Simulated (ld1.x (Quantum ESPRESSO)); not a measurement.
sulfur: variants of one PAW potential

Base potential:

| Item | Value |
| --- | --- |
| Element | S (Z = 16) |
| Generator | ld1.x (Quantum ESPRESSO) 7.5 |
| Type | PAW |
| Functional | BLYP |
| Relativity | non-relativistic |
| Frozen core | [Ne] |
| Valence charge | 6 |
| Reference configuration | 3s2 3p4 |
| Partial waves | 3s (bound): rcut 1.00, rcutus 1.40 bohr; 3s channel at -0.85 Ry: rcut 1.00, rcutus 1.40 bohr; 3p (bound): rcut 1.50, rcutus 1.90 bohr; 3p channel at 1.75 Ry: rcut 1.50, rcutus 1.90 bohr |
| Local potential | all-electron potential smoothed inside 1.70 bohr (lloc = -2) |
| Core correction | a·sin(br)/r model core inside 1.10 bohr |
| Augmentation charge | PSQ, inside the norm-conserving radii |

All-electron outer shells of the reference configuration (BLYP, non-relativistic, ld1.x):

```
shell  level (eV)  outermost node (bohr)  outermost maximum (bohr)
   2p     -156.56                      –                      0.33
   3s      -17.00                   0.60                      1.40
   3p       -6.88                   0.58                      1.59
```

Cutoffs, loose and tight: the cutoffs (Ry, on a coarse ladder) from which the occupation-weighted sum of valence levels, in a spherical-Bessel basis at the reference potential, stays within 10 and 1 mRy of its value at 400 Ry. They do not see the model core or the augmentation charge, which bear on the density cutoff. Test errors are all-electron minus pseudo excitation energies from the reference, over the configurations 3s2 3p3; 3s2 3p2; 3s2 3p1; 3s0 3p6; 3s1 3p5; 3s2 3p3.5; 3s1 3p4. A dash means not determined; rows that change the core or the reference have their own tests. The largest error is taken over the tests solved by every variant that gives reliable tests at all: 3s2 3p1; 3s2 3p2; 3s2 3p3.

| change | outcome | cutoff, loose | cutoff, tight | bound ghosts | largest test error (meV) |
| --- | --- | --- | --- | --- | --- |
| base | generated | 18 Ry | 35 Ry | none | -33 |
| scalar-relativistic | generated | 18 Ry | 35 Ry | none | -35 |
| local potential all-electron potential smoothed inside 0.92 bohr (lloc = -2) | generated | 18 Ry | 35 Ry | none | -31 |
| local potential all-electron potential smoothed inside 1.15 bohr (lloc = -1) | generated | 18 Ry | 35 Ry | none | -30 |
| wave 3p channel at 1.75 Ry: rcut 1.50, rcutus 1.90 bohr becomes 3p channel at 0.09 Ry: rcut 1.50, rcutus 1.90 bohr | generated | 18 Ry | 35 Ry | none | -34 |
| functional PBE | generated | 18 Ry | 35 Ry | none | -29 |
| augmentation PSQ, radius 1.05 bohr | generated | 18 Ry | 35 Ry | none | -32 |
| reference 3s2 3p2 | generated | 18 Ry | 35 Ry | none | +33 |

Q: What comes out with this change to the base: type ultrasoft; local potential all-electron potential smoothed inside 1.35 bohr (lloc = -1); augmentation built from norm-conserving waves at rcut, not smoothed further?

A: outcome: generated; cutoff, loose: 18 Ry; cutoff, tight: 35 Ry; bound ghosts: none; largest test error (meV): +76.

Q: What comes out with this change to the base: all radii but the core radius scaled by about 1.15 (s 1.60, p 2.18 bohr, rcut 1.14/1.72); local potential all-electron potential smoothed inside 1.96 bohr (lloc = -2)?

A: outcome: generated; cutoff, loose: 15 Ry; cutoff, tight: 21 Ry; bound ghosts: none; largest test error (meV): -33.
